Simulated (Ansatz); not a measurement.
`C/C=[CH]\[GaH2]` + `CCO` → `CC[O][GaH2]` + `C=CC` at 400 K and 1 bar (ligand exchange at a Ga–C bond).

Calculated with Ansatz (gas phase, PBE0-D4/def2-TZVP geometries, no zero-point term in ΔE). CBS: MP2 limit from def2 TZ/QZ plus the TZ coupled-cluster correction, frozen cores. For Ga outer-core shells are correlated without core-valence functions, which leaves a few kJ/mol of doubt a bond. Scalar relativity is left out up to krypton. One conformer a species, not always the lowest.

```
          species  CCSD(T)/CBS energy (Eh)  H − E (kJ/mol)  S (J/(mol·K))
`C/C=[CH]\[GaH2]`              -2042.27078           249.0          361.8
            `CCO`               -154.88256           231.6          290.7
    `CC[O][GaH2]`              -2079.43172           249.8          367.8
           `C=CC`               -117.74610           229.7          285.2
```

H − E and S are ideal-gas, rigid-rotor, harmonic terms from PBE0-D4/def2-TZVP, for one conformer and one mirror image of each species. 1 Eh = 2625.50 kJ/mol, R = 8.31446 J/(mol·K).

**Question.** By hand: ΔE, ΔH, ΔS and ΔG.

**Answer.** ΔE = (-2079.43172) + (-117.74610) − (-2042.27078) − (-154.88256) = -0.02448 Eh = -64.3 kJ/mol. Δ(H − E) = 249.8 + 229.7 − 249.0 − 231.6 = -1.1, so ΔH = -65.4 kJ/mol. ΔS = 367.8 + 285.2 − 361.8 − 290.7 = 0.5 J/(mol·K). ΔG = -65.4 − 400 × (0.5)/1000 = -65.6 kJ/mol.

**Question.** By hand: the equilibrium constant, and the temperature at which ΔG would vanish if ΔH and ΔS stayed fixed.

**Answer.** log₁₀ K = −ΔG/(RT ln 10) = 8.6. ΔH and −TΔS have one sign here, so there is no such temperature. One of them is within its doubt of zero, so this could turn.

The number of gas molecules stays the same, so ΔS is small and ΔH decides. A doubt of 5 kJ/mol in ΔE shifts log₁₀ K by 0.7 here. Other conformers and mirror images would add mixing entropy, several J/(mol·K) or more a flexible species. Modes under 60 cm⁻¹, often nearly free rotors, make the harmonic entropy too high. These are equilibria of isolated gas molecules and say nothing of rates. Largest T1 diagnostic: 0.014 (customary marks: 0.02 for closed shells, 0.045 for open ones).
